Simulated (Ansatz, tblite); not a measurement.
Isomers of In₂As₃ (doublet), found by a short tight-binding search and relaxed with r2SCAN-D4/def2-SVP in Ansatz.

In the def2 sets In takes a core potential; there is no spin–orbit coupling. The xTB rows come from tblite.

Run but left out: HF/def2-TZVP, MP2/def2-TZVP (A: ⟨S²⟩ 1.34, where a pure state has 0.75).

Other spin states were run for one of them alone.

A:

```xyz
5

In   -2.736   -0.362   -0.930
In    1.856    0.800   -1.017
As    1.876   -0.786    1.350
As   -0.700    1.307   -0.024
As   -0.296   -0.959    0.621
```

B:

```xyz
5

In    2.428    0.570   -0.722
In   -2.472    0.388    0.695
As    0.339    0.405    1.225
As    0.076   -1.666    0.047
As   -0.371    0.303   -1.245
```

C:

```xyz
5

In    1.681   -0.345    1.333
In    1.073   -0.736   -1.486
As   -1.433    0.281   -1.196
As   -0.218    1.564    0.418
As   -1.103   -0.764    0.931
```

**Question.** Estimate which lies lowest at each level, and how far above it the others are (kcal/mol).

**Answer.** 
```tsv
level	A	B	C
GFN1-xTB	9.7	2.7	0.0
GFN2-xTB	19.2	0.0	16.6
PBE-D4/def2-TZVP	22.5	0.0	7.4
r2SCAN-D4/def2-TZVP	22.0	0.0	6.2
PBE0-D4/def2-TZVP	24.3	0.0	8.1
r2SCAN0-D4/def2-TZVP	23.9	0.0	7.4
```
Point groups (tolerance 0.1 Å): A not assigned, B not assigned, C Cs. Lower isomers may exist.
